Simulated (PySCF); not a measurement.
## `[SiH3][SiH]([SiH3])[SiH3]`: 4 charge schemes on one density

Species: Si4H10.
Atom-mapped SMILES: `[SiH3:1][SiH:2]([SiH3:3])[SiH3:4]` (hydrogens: H5, H6, H7 on Si1; H8 on Si2; H9, H10, H11 on Si3; H12, H13, H14 on Si4)

Structure used (GFN2-xTB), in Å, numbered top down from 1:
```xyz
14
Si4H10 angstrom
Si    -0.007    2.112   -0.891
Si     0.050    0.162    0.377
Si     1.921   -1.150   -0.068
Si    -1.940   -1.041    0.273
H      1.203    2.928   -0.762
H     -0.141    1.801   -2.317
H     -1.129    2.992   -0.555
H      0.188    0.599    1.789
H      3.187   -0.429    0.087
H      1.895   -1.643   -1.448
H      2.019   -2.333    0.790
H     -1.948   -2.222    1.141
H     -3.115   -0.251    0.645
H     -2.184   -1.526   -1.088
```

Density: PBE0/pcSseg-1 (PySCF); schemes: Mulliken, IAO, Hirshfeld and ESP-fitted. Geometry: GFN2-xTB; no solvent, vibrations or thermal averaging.

Q: Atoms with like bonding are taken together and averaged. At which atom do the 4 schemes differ most?

A: At Si2: from -0.343 (Mulliken) to +0.090 e (Hirshfeld), 0.433 e apart.

Q: Do the Mulliken, IAO, Hirshfeld and ESP-fitted schemes agree on where the charge is highest?

A: All schemes agree: Mulliken Si1/Si3/Si4 (+0.265); IAO Si1/Si3/Si4 (+0.312); Hirshfeld Si1/Si3/Si4 (+0.214); ESP-fitted Si1/Si3/Si4 (+0.221).

Q: Which atoms carry the lowest charge in the Mulliken, IAO, Hirshfeld and ESP-fitted schemes?

A: The schemes don't all agree: Mulliken Si2 (-0.343); IAO H5 (×9) (-0.095); Hirshfeld H8 (-0.075); ESP-fitted H5 (×9) (-0.069).

Q: Tabulate the Mulliken, IAO, Hirshfeld and ESP-fitted charges.

A: In e; atoms taken as equivalent share a row and are averaged (×n: the atom named and its like, n in all):

```tsv
atom	environment	Mulliken	IAO	Hirshfeld	ESP-fitted
Si1/Si3/Si4	SiH3 silicon	+0.265	+0.312	+0.214	+0.221
Si2	SiH silicon	-0.343	-0.014	+0.090	+0.005
H5 (×9)	Si–H hydrogen	-0.053	-0.095	-0.073	-0.069
H8	Si–H hydrogen	+0.022	-0.070	-0.075	-0.051
```

Mean size of the charges over all atoms: IAO 0.134 e, Mulliken 0.117 e, Hirshfeld 0.105 e, ESP-fitted 0.096 e. Each set sums to the total charge, 0, to within 0.001 e. The Hirshfeld scheme weights the molecular density at each point by an atom's share of the summed free-atom densities. The Mulliken scheme gives each basis function's population to the atom it is centred on and halves the overlap population of two atoms between them.

Q: Sum the charges by element.

A: 
| element | atoms | Mulliken | IAO | Hirshfeld | ESP-fitted |
| --- | --- | --- | --- | --- | --- |
| Si | 4 | +0.451 | +0.922 | +0.732 | +0.669 |
| H | 10 | -0.451 | -0.922 | -0.732 | -0.669 |

Q: How many electrons does the Hirshfeld scheme count on Si3?

A: Its own charge is +0.214 e, so Z − q = 13.786.

The run behind these numbers computed NMR shieldings as well. On one thread of an Arm Neoverse V1 (shared host), this took 19 s.
